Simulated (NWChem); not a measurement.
**Lowest excitation of HClFHfN**

SMILES: [Hf]([F])(=[NH])[Cl]
```xyz
5

Hf     0.1102     0.1912    -0.1782
N     -0.4110    -0.4667    -1.7808
H     -0.8617    -0.8311    -2.6133
F     -0.9070     1.7647     0.2780
Cl     0.2335    -1.5032     1.4944
```
Charge 0, spin multiplicity 1.

The numbers come from NWChem runs, not from measurements. The geometry was optimised at PBE0/def2-SVP with def2 effective core potentials on Hf, a minimum by its harmonic frequencies.

Basis set: def2-SVP.

Effective core potentials replace the inner electrons of Hf; spin-orbit coupling is left out. B3LYP has NWChem's definition, with VWN1-RPA local correlation. The structure started from a generated list of species.

Task: One of these methods gave a lowest vertical singlet excitation energy of 2.06 eV. Which?
A) TDA-CAM-B3LYP
B) TD-B3LYP
C) CIS
D) TD-PBE

Result: D, TD-PBE. The others give 2.54 (TDA-CAM-B3LYP), 3.77 (CIS), 2.29 (TD-B3LYP).
